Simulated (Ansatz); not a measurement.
`[Cl][Ga]([Cl])[SeH]` + CH₃OH → `C[O][Ga]([Cl])[Cl]` + H₂Se at 400 K and 1 bar (ligand exchange at a Ga–Se bond).

Program: Ansatz. Geometries: PBE0-D4/def2-TZVP. ΔE: electronic, gas phase. CBS: MP2 limit from def2 TZ/QZ plus the TZ coupled-cluster correction, frozen cores. This one scheme is used for every species. For Ga, Se outer-core shells are correlated without core-valence functions, which leaves a few kJ/mol of doubt a bond. Scalar relativity is left out up to krypton. Each species was taken in one conformer, which may not be the lowest.

| species | CCSD(T)/CBS energy (Eh) | H − E (kJ/mol) | S (J/(mol·K)) |
| --- | --- | --- | --- |
| `[Cl][Ga]([Cl])[SeH]` | -5244.95427 | 57.8 | 390.1 |
| CH₃OH | -115.61712 | 151.2 | 252.6 |
| `C[O][Ga]([Cl])[Cl]` | -2958.65291 | 150.1 | 410.5 |
| H₂Se | -2401.89790 | 49.4 | 229.5 |

H − E and S are ideal-gas, rigid-rotor, harmonic terms from PBE0-D4/def2-TZVP, for one conformer and one mirror image of each species. 1 Eh = 2625.50 kJ/mol, R = 8.31446 J/(mol·K).

Task: By hand: ΔE, ΔH, ΔS and ΔG.

Result: ΔE = (-2958.65291) + (-2401.89790) − (-5244.95427) − (-115.61712) = 0.02058 Eh = 54.0 kJ/mol. Δ(H − E) = 150.1 + 49.4 − 57.8 − 151.2 = -9.5, so ΔH = 44.5 kJ/mol. ΔS = 410.5 + 229.5 − 390.1 − 252.6 = -2.7 J/(mol·K). ΔG = 44.5 − 400 × (-2.7)/1000 = 45.6 kJ/mol.

Task: By hand: the equilibrium constant, and the temperature at which ΔG would vanish if ΔH and ΔS stayed fixed.

Result: log₁₀ K = −ΔG/(RT ln 10) = -6.0. ΔH and −TΔS have one sign here, so there is no such temperature. One of them is within its doubt of zero, so this could turn.

The number of gas molecules stays the same, so ΔS is small and ΔH decides. A doubt of 5 kJ/mol in ΔE shifts log₁₀ K by 0.7 here. Other conformers and mirror images would add mixing entropy, several J/(mol·K) or more a flexible species. These are equilibria of isolated gas molecules and say nothing of rates. Largest T1 diagnostic: 0.013 (customary marks: 0.02 for closed shells, 0.045 for open ones).
